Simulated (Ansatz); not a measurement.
Program: Ansatz. Geometries: PBE0-D4/def2-TZVP. ΔE: electronic, gas phase. CBS: MP2 limit from def2 TZ/QZ plus the TZ coupled-cluster correction, frozen cores. This one scheme is used for every species. DFT in def2-TZVPP. B3LYP here is the variant with VWN-RPA as its local correlation; programs differ in this. HSE06 is defined as in plane-wave codes. For Ge outer-core shells are correlated without core-valence functions, which leaves a few kJ/mol of doubt a bond. Scalar relativity is left out up to krypton. Each species was taken in one conformer, which may not be the lowest.

`[CH3][GeH2][Cl]` + CH₃NH₂ → `C[NH][GeH2][Cl]` + CH₄  (ligand exchange at a Ge–C bond)

```json
{"level": "B3LYP-D4", "ΔE (kJ/mol)": "-33.6", "difference from CCSD(T)/CBS": "-3.5"}
{"level": "r2SCANh-D4", "ΔE (kJ/mol)": "-31.1", "difference from CCSD(T)/CBS": "-1.0"}
{"level": "r2SCAN0-D4", "ΔE (kJ/mol)": "-29.8", "difference from CCSD(T)/CBS": "0.3"}
{"level": "HSE06-D4", "ΔE (kJ/mol)": "-27.8", "difference from CCSD(T)/CBS": "2.3"}
{"level": "BHLYP-D4", "ΔE (kJ/mol)": "-33.0", "difference from CCSD(T)/CBS": "-2.9"}
{"level": "CAM-B3LYP-D4", "ΔE (kJ/mol)": "-33.1", "difference from CCSD(T)/CBS": "-3.0"}
{"level": "ωB97M-V", "ΔE (kJ/mol)": "-29.4", "difference from CCSD(T)/CBS": "0.7"}
{"level": "PBE", "ΔE (kJ/mol)": "-26.8", "difference from CCSD(T)/CBS": "3.3"}
{"level": "B3LYP", "ΔE (kJ/mol)": "-29.0", "difference from CCSD(T)/CBS": "1.1"}
{"level": "HSE06", "ΔE (kJ/mol)": "-25.3", "difference from CCSD(T)/CBS": "4.8"}
{"level": "RPA@PBE/def2-TZVPP", "ΔE (kJ/mol)": "-29.6", "difference from CCSD(T)/CBS": "0.5"}
{"level": "MP2/def2-TZVPP", "ΔE (kJ/mol)": "-33.0", "difference from CCSD(T)/CBS": "-2.9"}
{"level": "HF/def2-QZVPP", "ΔE (kJ/mol)": "-29.7", "difference from CCSD(T)/CBS": "0.4"}
{"level": "MP2/def2-QZVPP", "ΔE (kJ/mol)": "-32.6", "difference from CCSD(T)/CBS": "-2.5"}
{"level": "MP2/CBS(def2)", "ΔE (kJ/mol)": "-32.4", "difference from CCSD(T)/CBS": "-2.3"}
{"level": "CCSD/CBS(def2)", "ΔE (kJ/mol)": "-28.6", "difference from CCSD(T)/CBS": "1.5"}
{"level": "CCSD(T)/CBS", "ΔE (kJ/mol)": "-30.1", "difference from CCSD(T)/CBS": "0"}
```

(1) What do rigid-rotor, harmonic-oscillator terms from PBE0-D4/def2-TZVP frequencies (298.15 K, 1 bar) make of the CCSD(T)/CBS value? (Estimate.)

Largest T1 diagnostic among the species: 0.010.

## Answers

(1) The calculation gave: ΔZPE = -3.5 kJ/mol, ΔH = -31.9 kJ/mol, ΔS = -25 J/(mol·K), ΔG = -24.5 kJ/mol.

Leaving LDA and LC-ωPBE aside and taking each functional with its dispersion term where it has one, the values, not all of them listed here, spread over 8.1 kJ/mol, from BLYP-D4 to PBE0-D4. LDA lies −4.1 kJ/mol from PBE without D4. At CCSD(T), def2-SVP lies −10.8 kJ/mol from the extrapolated value and def2-TZVPP −0.6 kJ/mol.
